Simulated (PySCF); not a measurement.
CH₃GaI₂. Atoms are numbered in the order given.

```xyz
7

Ga     0.6843    -0.2052     0.4272
I     -1.3136    -1.6900     0.3422
I      0.5043     1.9317    -0.8404
C      2.3037    -0.6868     1.4046
H      2.7126     0.1993     1.9106
H      3.0521    -1.0524     0.6845
H      2.0918    -1.4784     2.1359
```

The structure is a stationary point at PBE0-D3(BJ)/def2-SVP. The def2 effective core potentials stand for the cores of I; spin–orbit coupling is left out.

Level of theory: PBE0-D3(BJ)/def2-SVP (PySCF).

Frequencies are harmonic and unscaled.

A small imaginary wavenumber (i) marks a very flat motion, where grid noise or a shallow saddle decides the sign.

Task: Give all harmonic wavenumbers and intensities. (Estimate from the structure and the level; the computed values follow.)

Result: 
```tsv
mode	ν (cm⁻¹)	IR (km/mol)	Raman (Å⁴/amu)	depolarisation	moving atoms (share of kinetic energy)
1	14i	0.0	0.1	0.75	H 99 %
2	68	1.1	3.6	0.68	I 74 %, Ga 21 %
3	117	1.3	0.2	0.73	Ga 51 %, C 25 %, H 17 %
4	119	2.6	3.1	0.75	C 55 %, H 30 %, I 11 %
5	213	10.2	13.2	0.11	I 51 %, Ga 39 %, C 9 %
6	276	64.9	2.4	0.75	Ga 71 %, I 28 %
7	587	27.0	23.2	0.21	C 62 %, Ga 19 %, H 18 %
8	706	15.2	0.5	0.69	H 82 %, C 16 %
9	754	72.9	0.1	0.72	H 81 %, C 18 %
10	1208	1.5	14.8	0.16	H 81 %, C 19 %
11	1416	1.0	7.7	0.75	H 96 %
12	1419	6.4	8.0	0.75	H 95 %
13	3066	0.2	153.0	0.01	H 97 %
14	3178	0.1	88.7	0.74	H 91 %, C 9 %
15	3199	0.1	104.1	0.75	H 90 %, C 10 %
```
